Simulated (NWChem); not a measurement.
System meant: CH6GeMg; SMILES [Mg]([GeH3])[CH3]

Input file for NWChem:

```
start job
memory heap 200 mb stack 900 mb global 1100 mb
geometry units angstroms noautosym nocenter noautoz
  Mg    -0.405973    -1.150883    -0.000498
  C     -0.485971    -3.240957     0.000577
  H      0.448310    -3.683507    -0.369265
  H     -1.296743    -3.615972    -0.637774
  H     -0.656583    -3.640423     1.008923
  Ge    -0.307050     1.448394    -0.001843
  H     -1.244142     2.133516     1.039406
  H      1.100078     2.042969     0.312041
  H     -0.701642     2.112881    -1.356195
end
basis spherical
  Mg library 6-31g*
  C library 6-31g*
  H library 6-31g*
  Ge library 6-31g*
end
dft
  xc m06-2x
  iterations 150
end
property
  shielding 5 1 2 3 6 7
end
task dft property
```

End of the output:

```
 Vector   31  Occ=0.000000D+00  E=-4.216660D-03
              MO Center= -4.0D-01, -8.9D-01, -3.2D-03, r^2= 7.0D+00
   Bfn.  Coefficient  Atom+Function         Bfn.  Coefficient  Atom+Function
  ----- ------------  ---------------      ----- ------------  ---------------
    10      1.514833  1 Mg s                 52     -0.697412  6 Ge s
    54      0.529101  6 Ge py                24     -0.404244  2 C  s
    48      0.351326  6 Ge s                 12      0.262937  1 Mg py
    26     -0.198097  2 C  py                50      0.192331  6 Ge py
    22     -0.169370  2 C  py                 2     -0.151525  1 Mg s

 center of mass
 --------------
 x =  -0.66225000 y =   0.58483633 z =  -0.00234916

 moments of inertia (a.u.)
 ------------------
        1285.228490371200         -47.757651642538           0.023166629126
         -47.757651642538          34.772098989324           0.637380893971
           0.023166629126           0.637380893971        1287.047220610174

     Multipole analysis of the density
     ---------------------------------

     L   x y z        total         alpha         beta         nuclear
     -   - - -        -----         -----         ----         -------
     0   0 0 0     -0.000000    -28.000000    -28.000000     56.000000

     1   1 0 0     -0.024458     18.850850     18.850850    -37.726157
     1   0 1 0     -0.639493     -8.296029     -8.296029     15.952564
     1   0 0 1     -0.000081      0.060765      0.060765     -0.121611

     2   2 0 0    -27.288644    -35.027345    -35.027345     42.766046
     2   1 1 0      0.103805     -7.739930     -7.739930     15.583665
     2   1 0 1      0.000204     -0.034820     -0.034820      0.069845
     2   0 2 0    -36.020223   -373.570764   -373.570764    711.121304
     2   0 1 1      0.004367      0.192710      0.192710     -0.381052
     2   0 0 2    -27.308236    -21.828554    -21.828554     16.348871

          -----------------------------------------
          Chemical Shielding Tensors (GIAO, in ppm)
          -----------------------------------------

 ------------------------------------------------------------------------
  xm06: d2 not coded                    0
 ------------------------------------------------------------------------
 ------------------------------------------------------------------------
  current input line :
    27: task dft property
 ------------------------------------------------------------------------
 ------------------------------------------------------------------------
 This error has not yet been assigned to a category
 ------------------------------------------------------------------------
 For more information see the NWChem manual at https://nwchemgit.github.io

0: xm06: d2 not coded:Received an Error in Communication
```

### Question
Can this run be used? If not, why, and what is the fix?

### Answer
The run crashed. Cause: this functional's second derivatives, which shieldings need, aren't coded here; the fix takes a hybrid GGA instead. This input runs:
```
start job
memory heap 200 mb stack 900 mb global 1100 mb
geometry units angstroms noautosym nocenter noautoz
  Mg    -0.405973    -1.150883    -0.000498
  C     -0.485971    -3.240957     0.000577
  H      0.448310    -3.683507    -0.369265
  H     -1.296743    -3.615972    -0.637774
  H     -0.656583    -3.640423     1.008923
  Ge    -0.307050     1.448394    -0.001843
  H     -1.244142     2.133516     1.039406
  H      1.100078     2.042969     0.312041
  H     -0.701642     2.112881    -1.356195
end
basis spherical
  Mg library 6-31g*
  C library 6-31g*
  H library 6-31g*
  Ge library 6-31g*
end
dft
  xc pbe0
  iterations 150
end
property
  shielding 5 1 2 3 6 7
end
task dft property
```
It converges to -2318.05736 Ha (PBE0/6-31G* (spherical d), GIAO).
